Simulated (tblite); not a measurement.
Species: C6H10FO (doublet state).
Geometry (GFN2-xTB, Å), atoms numbered from 1 in this order:
```
atom  x, y, z in Å
C1    -2.6272    0.5516   -0.3493
O2    -2.0064   -0.7091   -0.3111
C3    -0.6461   -0.7826   -0.2697
C4    -0.1623   -2.1964   -0.2524
C5     0.1992    0.3105   -0.2467
C6     1.5709    0.2441   -0.2219
C7     2.4448    1.4489   -0.1979
F8     1.7288    2.6195   -0.1224
H9    -3.6960    0.3533   -0.4163
H10   -2.4205    1.1275    0.5585
H11   -2.3099    1.1288   -1.2234
H12    0.4238   -2.3919    0.6453
H13   -1.0177   -2.8655   -0.2711
H14    0.4686   -2.4001   -1.1174
H15   -0.2329    1.3006   -0.2434
H16    2.0984   -0.6945   -0.2325
H17    3.1186    1.4405    0.6718
H18    3.0571    1.5212   -1.1101
```

Computed geometry: GFN2-xTB, gas phase. This method treats the open shell by occupation alone, without spin polarisation.

Masses are those of the commonest isotopes; rigid-rotor values at the optimised geometry. The values belong to one conformer with, in the numbering `[CH3:1][O:2]/[C:3]([CH3:4])=[CH:5]/[CH:6][CH2:7][F:8]`, C1–O2–C3–C4 -179°, C3–C5–C6–C7 180°, C5–C6–C7–F8 4°.

Problem. What are A, B and C (GHz)?

Solution. Ia = 154.95, Ib = 470.68, Ic = 615.88 u·Å²; 505379 MHz·u·Å²/I gives 3262, 1074 and 820.6 MHz, that is A = 3.2617, B = 1.0737, C = 0.8206 GHz.

Problem. What kind of rotor is it?

Solution. An asymmetric top. Ray's parameter κ = (2B − A − C)/(A − C) = -0.793; −1 is the prolate and +1 the oblate limit.

Problem. Is it planar, by Δ = Ic − Ia − Ib?

Solution. Not planar: Δ = Ic − Ia − Ib = -9.74 u·Å². For a rigid frame Δ = −2 Σ m c², so Σ m c² = 4.87 u·Å² lies off the ab plane: 4.79 from hydrogen and 0.08 from heavier atoms. The atom farthest from that plane is 0.97 Å away.

Problem. Give the other two planar moments, Paa and Pbb, and the rms extents of the mass along the axes.

Solution. Paa = Σ m a² = (Ib + Ic − Ia)/2 = 465.81 and Pbb = Σ m b² = (Ia + Ic − Ib)/2 = 150.07 u·Å². With the mass M = 117.07 u, the rms extents √(P/M) along a, b and c are 1.99, 1.13, 0.20 Å.

For this open shell read J as N, the rotation without spin; fine and hyperfine splittings come on top. Its GFN2-xTB frequencies are all real (lowest 35 cm⁻¹). Constants of a rigid frame at the computed geometry: no zero-point averaging, no centrifugal distortion.

The run took 1.2 s wall on one thread of an AMD EPYC 7B13, no GPU, shared host. These figures are those of the optimisation.
